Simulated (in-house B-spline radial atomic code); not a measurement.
Orbital energies and mean radii along the 26-electron series, configuration [Ar] 3d8. The effective charge is n√(-2ε), a non-relativistic measure. Computed with a B-spline radial code for spherical atoms: Dirac-Hartree-Fock, average of the configuration, finite nuclei.

```json
{"ion": "Co+", "Z": "27", "energy of 2p1/2 (Eh)": "-30.693", "mean radius of 2p1/2 (bohr)": "0.22238", "energy of 3p1/2 (Eh)": "-3.1825", "mean radius of 3p1/2 (bohr)": "0.82074", "energy of 2p3/2 (Eh)": "-30.139", "mean radius of 2p3/2 (bohr)": "0.22544", "energy of 3d5/2 (Eh)": "-0.71821", "mean radius of 3d5/2 (bohr)": "1.1052", "effective charge of 2p1/2": "15.67"}
{"ion": "Ni2+", "Z": "28", "energy of 2p1/2 (Eh)": "-34.246", "mean radius of 2p1/2 (bohr)": "0.21278", "energy of 3p1/2 (Eh)": "-4.0822", "mean radius of 3p1/2 (bohr)": "0.77438", "energy of 2p3/2 (Eh)": "-33.594", "mean radius of 2p3/2 (bohr)": "0.21592", "energy of 3d5/2 (Eh)": "-1.3936", "mean radius of 3d5/2 (bohr)": "0.95236", "effective charge of 2p1/2": "16.552"}
{"ion": "Cu3+", "Z": "29", "energy of 2p1/2 (Eh)": "-38.114", "mean radius of 2p1/2 (bohr)": "0.20393", "energy of 3p1/2 (Eh)": "-5.1442", "mean radius of 3p1/2 (bohr)": "0.73087", "energy of 2p3/2 (Eh)": "-37.351", "mean radius of 2p3/2 (bohr)": "0.20717", "energy of 3d5/2 (Eh)": "-2.2186", "mean radius of 3d5/2 (bohr)": "0.84734", "effective charge of 2p1/2": "17.462"}
{"ion": "Zn4+", "Z": "30", "energy of 2p1/2 (Eh)": "-42.28", "mean radius of 2p1/2 (bohr)": "0.19575", "energy of 3p1/2 (Eh)": "-6.3491", "mean radius of 3p1/2 (bohr)": "0.69087", "energy of 2p3/2 (Eh)": "-41.392", "mean radius of 2p3/2 (bohr)": "0.19909", "energy of 3d5/2 (Eh)": "-3.1787", "mean radius of 3d5/2 (bohr)": "0.76825", "effective charge of 2p1/2": "18.391"}
{"ion": "Ga5+", "Z": "31", "energy of 2p1/2 (Eh)": "-46.734", "mean radius of 2p1/2 (bohr)": "0.18816", "energy of 3p1/2 (Eh)": "-7.6875", "mean radius of 3p1/2 (bohr)": "0.65439", "energy of 2p3/2 (Eh)": "-45.706", "mean radius of 2p3/2 (bohr)": "0.19159", "energy of 3d5/2 (Eh)": "-4.2662", "mean radius of 3d5/2 (bohr)": "0.70541", "effective charge of 2p1/2": "19.336"}
{"ion": "Ge6+", "Z": "32", "energy of 2p1/2 (Eh)": "-51.472", "mean radius of 2p1/2 (bohr)": "0.1811", "energy of 3p1/2 (Eh)": "-9.1541", "mean radius of 3p1/2 (bohr)": "0.62118", "energy of 2p3/2 (Eh)": "-50.288", "mean radius of 2p3/2 (bohr)": "0.18463", "energy of 3d5/2 (Eh)": "-5.4765", "mean radius of 3d5/2 (bohr)": "0.65368", "effective charge of 2p1/2": "20.292"}
{"ion": "As7+", "Z": "33", "energy of 2p1/2 (Eh)": "-56.492", "mean radius of 2p1/2 (bohr)": "0.17452", "energy of 3p1/2 (Eh)": "-10.746", "mean radius of 3p1/2 (bohr)": "0.59094", "energy of 2p3/2 (Eh)": "-55.134", "mean radius of 2p3/2 (bohr)": "0.17814", "energy of 3d5/2 (Eh)": "-6.807", "mean radius of 3d5/2 (bohr)": "0.61004", "effective charge of 2p1/2": "21.259"}
{"ion": "Se8+", "Z": "34", "energy of 2p1/2 (Eh)": "-61.792", "mean radius of 2p1/2 (bohr)": "0.16836", "energy of 3p1/2 (Eh)": "-12.461", "mean radius of 3p1/2 (bohr)": "0.56333", "energy of 2p3/2 (Eh)": "-60.241", "mean radius of 2p3/2 (bohr)": "0.17208", "energy of 3d5/2 (Eh)": "-8.2554", "mean radius of 3d5/2 (bohr)": "0.57254", "effective charge of 2p1/2": "22.234"}
{"ion": "Br9+", "Z": "35", "energy of 2p1/2 (Eh)": "-67.371", "mean radius of 2p1/2 (bohr)": "0.16259", "energy of 3p1/2 (Eh)": "-14.299", "mean radius of 3p1/2 (bohr)": "0.53806", "energy of 2p3/2 (Eh)": "-65.608", "mean radius of 2p3/2 (bohr)": "0.16641", "energy of 3d5/2 (Eh)": "-9.8206", "mean radius of 3d5/2 (bohr)": "0.53985", "effective charge of 2p1/2": "23.216"}
{"ion": "Kr10+", "Z": "36", "energy of 2p1/2 (Eh)": "-73.231", "mean radius of 2p1/2 (bohr)": "0.15718", "energy of 3p1/2 (Eh)": "-16.258", "mean radius of 3p1/2 (bohr)": "0.51485", "energy of 2p3/2 (Eh)": "-71.233", "mean radius of 2p3/2 (bohr)": "0.16109", "energy of 3d5/2 (Eh)": "-11.501", "mean radius of 3d5/2 (bohr)": "0.51103", "effective charge of 2p1/2": "24.204"}
{"ion": "Rb11+", "Z": "37", "energy of 2p1/2 (Eh)": "-79.372", "mean radius of 2p1/2 (bohr)": "0.15208", "energy of 3p1/2 (Eh)": "-18.339", "mean radius of 3p1/2 (bohr)": "0.49349", "energy of 2p3/2 (Eh)": "-77.116", "mean radius of 2p3/2 (bohr)": "0.15609", "energy of 3d5/2 (Eh)": "-13.297", "mean radius of 3d5/2 (bohr)": "0.48537", "effective charge of 2p1/2": "25.199"}
{"ion": "Sr12+", "Z": "38", "energy of 2p1/2 (Eh)": "-85.794", "mean radius of 2p1/2 (bohr)": "0.14728", "energy of 3p1/2 (Eh)": "-20.542", "mean radius of 3p1/2 (bohr)": "0.47375", "energy of 2p3/2 (Eh)": "-83.255", "mean radius of 2p3/2 (bohr)": "0.15138", "energy of 3d5/2 (Eh)": "-15.207", "mean radius of 3d5/2 (bohr)": "0.46234", "effective charge of 2p1/2": "26.198"}
{"ion": "Zr14+", "Z": "40", "energy of 2p1/2 (Eh)": "-99.488", "mean radius of 2p1/2 (bohr)": "0.13845", "energy of 3p1/2 (Eh)": "-25.31", "mean radius of 3p1/2 (bohr)": "0.43849", "energy of 2p3/2 (Eh)": "-96.302", "mean radius of 2p3/2 (bohr)": "0.14275", "energy of 3d5/2 (Eh)": "-19.368", "mean radius of 3d5/2 (bohr)": "0.42264", "effective charge of 2p1/2": "28.212"}
{"ion": "Nb15+", "Z": "41", "energy of 2p1/2 (Eh)": "-106.76", "mean radius of 2p1/2 (bohr)": "0.13438", "energy of 3p1/2 (Eh)": "-27.877", "mean radius of 3p1/2 (bohr)": "0.42267", "energy of 2p3/2 (Eh)": "-103.21", "mean radius of 2p3/2 (bohr)": "0.13878", "energy of 3d5/2 (Eh)": "-21.618", "mean radius of 3d5/2 (bohr)": "0.40538", "effective charge of 2p1/2": "29.225"}
{"ion": "Mo16+", "Z": "42", "energy of 2p1/2 (Eh)": "-114.33", "mean radius of 2p1/2 (bohr)": "0.13053", "energy of 3p1/2 (Eh)": "-30.566", "mean radius of 3p1/2 (bohr)": "0.40791", "energy of 2p3/2 (Eh)": "-110.37", "mean radius of 2p3/2 (bohr)": "0.13501", "energy of 3d5/2 (Eh)": "-23.981", "mean radius of 3d5/2 (bohr)": "0.38954", "effective charge of 2p1/2": "30.242"}
{"ion": "Tc17+", "Z": "43", "energy of 2p1/2 (Eh)": "-122.18", "mean radius of 2p1/2 (bohr)": "0.12686", "energy of 3p1/2 (Eh)": "-33.378", "mean radius of 3p1/2 (bohr)": "0.39409", "energy of 2p3/2 (Eh)": "-117.79", "mean radius of 2p3/2 (bohr)": "0.13145", "energy of 3d5/2 (Eh)": "-26.457", "mean radius of 3d5/2 (bohr)": "0.37494", "effective charge of 2p1/2": "31.264"}
{"ion": "Ru18+", "Z": "44", "energy of 2p1/2 (Eh)": "-130.32", "mean radius of 2p1/2 (bohr)": "0.12337", "energy of 3p1/2 (Eh)": "-36.314", "mean radius of 3p1/2 (bohr)": "0.38114", "energy of 2p3/2 (Eh)": "-125.46", "mean radius of 2p3/2 (bohr)": "0.12805", "energy of 3d5/2 (Eh)": "-29.044", "mean radius of 3d5/2 (bohr)": "0.36144", "effective charge of 2p1/2": "32.289"}
```

Q: How does the screening of 2p1/2 change?

A: Z less the effective charge goes from 11.33 at Z = 27 to 11.71 at Z = 44.
